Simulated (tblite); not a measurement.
Run record: tight-binding relaxation, `FC1=CC([O][Ca])=CC=C1` (calcium 3-fluorophenoxide) [radical].

Computed with GFN2-xTB geometry optimisation, gas phase (tblite 0.8.0). Start geometry: from a force field or distance geometry. A driver script takes a list of jobs; this job's settings line and coordinates (Å) are shown.

Command:
```bash
OMP_NUM_THREADS=1 python probes_run.py task.json out
```

Input:
```
{"job": {"kind": "relax", "xc": "GFN2-xTB", "basis": "xTB"}, "charge": 0, "multiplicity": 2}
F     -2.012700    -2.165500     0.306500
C     -1.224900    -1.079600     0.114000
C     -1.659700     0.207600     0.316100
C     -0.835000     1.321400     0.112100
C      0.490300     1.123800    -0.265200
C      0.930100    -0.189000    -0.463600
O      2.276900    -0.349700    -0.861300
Ca     4.200100     0.014800     0.936100
C      0.103300    -1.274600    -0.266100
H     -2.708300     0.356700     0.624200
H     -1.207200     2.328800     0.272400
H      1.139600     1.971800    -0.421600
H      0.503100    -2.266000    -0.421300
```

Output:
```
step      E/eV     max force
  0    -656.13448    4.639
  1    -656.46337    1.279
  2    -656.52455    1.158
  3    -656.61018    1.210
  4    -656.79779    1.677
  5    -656.91365    1.384
  6    -657.00466    1.088
  7    -657.08130    0.796
  8    -657.11797    0.595
  9    -657.13269    0.330
... (76 lines left out)
 86    -657.22509    0.057
 87    -657.22535    0.050
 88    -657.22555    0.034
 89    -657.22574    0.033
 90    -657.22588    0.029
 91    -657.22597    0.022
 92    -657.22600    0.019
 93    -657.22603    0.013
 94    -657.22606    0.012
 95    -657.22608    0.008
```

«max force» is the largest atomic force in eV/Å.

Question: From which step on does the largest force stay under 0.1 eV/Å, and how much energy is left to gain from there?

Answer: From step 83 (0.059 eV/Å), 4.6 meV above the end.

In short: energy lowered by 25.2 kcal/mol over 95 steps; largest atomic force 0.008 eV/Å at the end.

On Arm Neoverse V1, one thread, no GPU (shared host), this took 0.66 s.
Labels such as C1 count atoms from 1, the log's own numbers from 0.
